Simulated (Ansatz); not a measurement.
Geometry optimisation, RKS LDA/def2-mTZVP (Ansatz).

input.yaml

```yaml
crystal:
  periodic: [false, false, false]
  atoms:
    - { symbol: Si, position_ang: [0.112239, 0.381035, 0.057161] }
    - { symbol: H, position_ang: [2.044387, -0.35633, 1.834589] }
    - { symbol: C, position_ang: [-0.30436, -1.402781, 0.30512] }
    - { symbol: C, position_ang: [-1.034335, 1.21606, -1.127139] }
    - { symbol: H, position_ang: [0.149718, 1.135224, 1.34805] }
    - { symbol: H, position_ang: [2.460889, -0.266961, 1.274741] }
    - { symbol: F, position_ang: [1.625251, 0.466871, -0.60414] }
    - { symbol: H, position_ang: [-0.162472, -1.968663, -0.627707] }
    - { symbol: H, position_ang: [-1.357313, -1.521318, 0.607258] }
    - { symbol: H, position_ang: [0.317473, -1.874947, 1.078334] }
    - { symbol: H, position_ang: [-0.712713, 2.248062, -1.338225] }
    - { symbol: H, position_ang: [-1.080025, 0.677411, -2.086393] }
    - { symbol: H, position_ang: [-2.05854, 1.266335, -0.721851] }
basis:
  gaussian: { orbitals: def2-mTZVP }
hamiltonian:
  xc: lda
relax:
  f_tol: 0.03
  max_steps: 50
output:
  orbitals: {}
```

Command:

```bash
$ ansatz run input.yaml --threads 2 --pin off --max-ram 3072MiB --backend cpu --events-out ev --progress --plain --runs-dir out
```

Question: Where does it end, and by what steps?

Answer: It converged. The force dipped under the threshold on the way, but the program's further checks kept it going. After 14 steps the energy has fallen by 0.156 eV; H2 moved furthest, 0.74 Å.

```json
{"step": "0", "energy less start (eV)": "0.0000", "largest force component (eV/Å)": "2.135", "accepted": "yes"}
{"step": "1", "energy less start (eV)": "-0.1229", "largest force component (eV/Å)": "0.459", "accepted": "yes"}
{"step": "2", "energy less start (eV)": "-0.1385", "largest force component (eV/Å)": "0.495", "accepted": "yes"}
{"step": "3", "energy less start (eV)": "-0.1285", "largest force component (eV/Å)": "0.634", "accepted": "no"}
{"step": "4", "energy less start (eV)": "-0.1491", "largest force component (eV/Å)": "0.267", "accepted": "yes"}
{"step": "5", "energy less start (eV)": "-0.1533", "largest force component (eV/Å)": "0.018", "accepted": "yes"}
{"step": "6", "energy less start (eV)": "-0.1547", "largest force component (eV/Å)": "0.032", "accepted": "yes"}
{"step": "7", "energy less start (eV)": "-0.1542", "largest force component (eV/Å)": "0.302", "accepted": "no"}
{"step": "8", "energy less start (eV)": "-0.1553", "largest force component (eV/Å)": "0.070", "accepted": "yes"}
{"step": "9", "energy less start (eV)": "-0.1547", "largest force component (eV/Å)": "0.260", "accepted": "no"}
{"step": "10", "energy less start (eV)": "-0.1488", "largest force component (eV/Å)": "0.315", "accepted": "no"}
{"step": "11", "energy less start (eV)": "-0.1559", "largest force component (eV/Å)": "0.026", "accepted": "yes"}
{"step": "12", "energy less start (eV)": "-0.1562", "largest force component (eV/Å)": "0.064", "accepted": "yes"}
{"step": "13", "energy less start (eV)": "-0.1563", "largest force component (eV/Å)": "0.034", "accepted": "yes"}
{"step": "14", "energy less start (eV)": "-0.1564", "largest force component (eV/Å)": "0.008", "accepted": "yes"}
```

```xyz
13
Properties=species:S:1:pos:R:3
Si 0.000 0.424 0.047
H 2.706 -0.603 2.068
C -0.376 -1.370 0.297
C -1.081 1.225 -1.223
H -0.058 1.169 1.346
H 2.591 -0.306 1.367
F 1.535 0.538 -0.473
H -0.287 -1.934 -0.646
H -1.400 -1.515 0.679
H 0.318 -1.823 1.024
H -0.788 2.273 -1.394
H -1.023 0.698 -2.189
H -2.137 1.224 -0.904
```

Whether the end is a true minimum wasn't checked by a vibrational analysis.

Time of the run: 14 s on 2 threads of AMD EPYC 9R14 (Zen 4) (shared host), peak memory 0.22 GiB.
